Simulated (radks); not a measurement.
The numbers below are computed, except where a source is named.
All-electron atom: O6+ in [He] (the NIST ground configuration). Level of theory: non-relativistic Kohn-Sham, BLYP, spin-polarised, spherical densities, point nucleus (a radial shooting solver on a logarithmic mesh with Libxc functionals).

Normalised radial functions P(r) = r R(r), r in bohr:

r,1s
0.006798,0.2802
0.007306,0.2999
0.007914,0.3233
0.008505,0.3458
0.009213,0.3725
0.009901,0.3981
0.01073,0.4284
0.01162,0.4608
0.01249,0.4918
0.01353,0.5283
0.01454,0.5632
0.01575,0.6042
0.01692,0.6432
0.01833,0.6889
0.01986,0.7372
0.02134,0.7829
0.02312,0.8362
0.02484,0.8863
0.02691,0.9443
0.02892,0.9986
0.03133,1.0612
0.03394,1.1259
0.03648,1.1857
0.03951,1.2538
0.04246,1.3161
0.046,1.3861
0.04943,1.4495
0.05355,1.5197
0.05801,1.5891
0.06234,1.6501
0.06753,1.7156
0.07258,1.7717
0.07862,1.8300
0.08449,1.8778
0.09153,1.9248
0.09915,1.9642
0.1066,1.9921
0.1154,2.0136
0.124,2.0235
0.1344,2.0230
0.1444,2.0115
0.1564,1.9857
0.1695,1.9456
0.1821,1.8973
0.1973,1.8298
0.212,1.7572
0.2297,1.6641
0.2468,1.5700
0.2674,1.4556
0.2896,1.3328
0.3113,1.2172
0.3372,1.0854
0.3624,0.9661
0.3925,0.8354
0.4218,0.7218
0.457,0.6024
0.495,0.4924
0.532,0.4029
0.5763,0.3151
0.6193,0.2472
0.6709,0.1839
0.721,0.1374
0.781,0.0965

1s: eigenvalue -692.54 eV, 0 radial nodes, <r> = 0.197 bohr, 90 % of the charge inside 0.353 bohr.
